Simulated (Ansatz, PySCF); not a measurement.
Stretching the C2–H3 bond in C2H6Mg (SMILES [CH3][Mg][CH3]) (multiplicity 1 held, fragments rigid). Energies count from the point at 1.094 Å.
Geometry at that point (charge 0, multiplicity 1):
```xyz
9

Mg     0.000     0.000     0.000
C      1.607     0.254    -1.317
H      2.344    -0.548    -1.218
H      2.133     1.197    -1.138
H      1.279     0.263    -2.361
C     -1.607    -0.254     1.317
H     -2.182    -1.156     1.086
H     -2.303     0.589     1.276
H     -1.272    -0.344     2.355
```

Restricted levels (R-, RO-) in cc, def2 and unpolarised 6-31G sets keep to the state of the molecule at rest.

Frozen-core correlation. Rows in 6-31G* carry no dispersion term and start afresh at each structure (6-31G* with six Cartesian d functions).

The values were computed with Ansatz (Gaussian basis) for Hartree–Fock, density functionals and correlated methods; PySCF for 6-31G* rows. Each number belongs to the level named beside it.

Energies in kJ/mol.

```json
[
 {"R (Å)": "0.875", "R-HF/def2-TZVPP": "116", "R-BP86/6-31G*": "131", "R-B3LYP/def2-TZVPP": "116", "R-SCS-MP2/def2-TZVPP": "118", "R-CCSD/def2-TZVPP": "118"},
 {"R (Å)": "0.985", "R-HF/def2-TZVPP": "21", "R-BP86/6-31G*": "28", "R-B3LYP/def2-TZVPP": "23", "R-SCS-MP2/def2-TZVPP": "23", "R-CCSD/def2-TZVPP": "23"},
 {"R (Å)": "1.094", "R-HF/def2-TZVPP": "0", "R-BP86/6-31G*": "0", "R-B3LYP/def2-TZVPP": "0", "R-SCS-MP2/def2-TZVPP": "0", "R-CCSD/def2-TZVPP": "0"},
 {"R (Å)": "1.204", "R-HF/def2-TZVPP": "18", "R-BP86/6-31G*": "11", "R-B3LYP/def2-TZVPP": "15", "R-SCS-MP2/def2-TZVPP": "16", "R-CCSD/def2-TZVPP": "16"},
 {"R (Å)": "1.313", "R-HF/def2-TZVPP": "56", "R-BP86/6-31G*": "43", "R-B3LYP/def2-TZVPP": "50", "R-SCS-MP2/def2-TZVPP": "52", "R-CCSD/def2-TZVPP": "51"},
 {"R (Å)": "1.477", "R-HF/def2-TZVPP": "130", "R-BP86/6-31G*": "107", "R-B3LYP/def2-TZVPP": "117", "R-SCS-MP2/def2-TZVPP": "123", "R-CCSD/def2-TZVPP": "119"},
 {"R (Å)": "1.641", "R-HF/def2-TZVPP": "208", "R-BP86/6-31G*": "175", "R-B3LYP/def2-TZVPP": "188", "R-SCS-MP2/def2-TZVPP": "197", "R-CCSD/def2-TZVPP": "190"},
 {"R (Å)": "1.915", "R-HF/def2-TZVPP": "327", "R-BP86/6-31G*": "278", "R-B3LYP/def2-TZVPP": "294", "R-SCS-MP2/def2-TZVPP": "311", "R-CCSD/def2-TZVPP": "294"},
 {"R (Å)": "2.188", "R-HF/def2-TZVPP": "427", "R-BP86/6-31G*": "362", "R-B3LYP/def2-TZVPP": "381", "R-SCS-MP2/def2-TZVPP": "404", "R-CCSD/def2-TZVPP": "374"},
 {"R (Å)": "2.517", "R-HF/def2-TZVPP": "523", "R-BP86/6-31G*": "437", "R-B3LYP/def2-TZVPP": "460", "R-SCS-MP2/def2-TZVPP": "490", "R-CCSD/def2-TZVPP": "441"},
 {"R (Å)": "2.954", "R-HF/def2-TZVPP": "618", "R-BP86/6-31G*": "505", "R-B3LYP/def2-TZVPP": "532", "R-SCS-MP2/def2-TZVPP": "566", "R-CCSD/def2-TZVPP": "490"},
 {"R (Å)": "3.501", "R-HF/def2-TZVPP": "702", "R-BP86/6-31G*": "556", "R-B3LYP/def2-TZVPP": "588", "R-SCS-MP2/def2-TZVPP": "614", "R-CCSD/def2-TZVPP": "516"}
]
```

Doubts at one or more of the structures used: a restricted determinant that unrestricted orbitals would lower (R-HF/def2-TZVPP, R-BP86/6-31G*, R-B3LYP/def2-TZVPP, R-SCS-MP2/def2-TZVPP, R-CCSD/def2-TZVPP); other coupled-cluster roots lie near (R-CCSD/def2-TZVPP); T1 above 0.05 (R-CCSD/def2-TZVPP).

Ansatz is a quantum-chemistry and plane-wave program.
